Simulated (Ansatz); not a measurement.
The first iterations of a band of C$_{2}$H$_{5}$NOSn (10 atoms, charge 0, multiplicity 1).

Computed with RKS PBE-D4/def2-SVP in Ansatz 0.2.0.

* movable images: 5
* climbing image: yes
* spring: 5.0 eV/Å²
* optimiser: quadratic models (default)
* start path: through a guess of the saddle point
* force threshold: 0.05 eV/Å
* iteration limit: 60
* end points: relaxed

Initial state:

```xyz
10
Properties=species:S:1:pos:R:3
C 0.908 0.896 -0.189
C 1.137 0.138 0.916
O 0.324 -0.916 1.255
Sn -1.178 -0.981 -0.139
N -0.142 0.551 -1.083
H 1.553 1.749 -0.454
H 1.976 0.309 1.609
H -1.089 -2.478 -0.990
H -2.752 -0.674 0.545
H -0.653 1.354 -1.464
```

Final state:

```xyz
10
Properties=species:S:1:pos:R:3
C 0.926 0.982 -0.438
C 1.628 0.519 0.705
O 1.191 -0.668 1.135
Sn -1.448 -0.966 0.397
N -0.351 0.617 -0.632
H 1.349 1.829 -1.006
H 1.460 -0.785 2.071
H -0.835 -2.327 -0.545
H -2.919 -0.546 -0.521
H -0.917 1.294 -1.161
```

| iteration | highest image above the first end (eV) | largest band force component (eV/Å) |
| --- | --- | --- |
| 1 | 4.015 | 5.065 |
| 2 | 3.598 | 2.123 |
| 3 | 3.444 | 1.994 |
| 4 | 3.271 | 1.197 |
| 5 | 3.241 | 1.441 |
| 6 | 3.073 | 1.017 |
| 7 | 3.064 | 0.814 |
| 8 | 3.019 | 1.198 |
| 9 | 3.302 | 1.074 |
| 10 | 3.440 | 0.544 |

Question: Does the band converge within its limit, and where does its top end?

Answer: The forces met the threshold. It ended after 31 iterations with the highest image 3.392 eV above the first end. The profile has 2 maxima (images 2, 4) with wells between them (image 3): this band takes more than one step, which may be the mechanism or a detour left from its start path. Neighbouring images differ by up to 3.1 eV, so the band resolves the path poorly. A vibrational analysis at the climbing image gives one clearly imaginary mode, 1679i cm⁻¹: a first-order saddle point. The orbitals stay closed-shell, which can raise the energy where a bond breaks towards radicals; this wasn't checked here.

Run time: 6.8 min on 2 threads of AMD EPYC 7B13 (Zen 3) (shared host), peak memory 0.23 GiB.
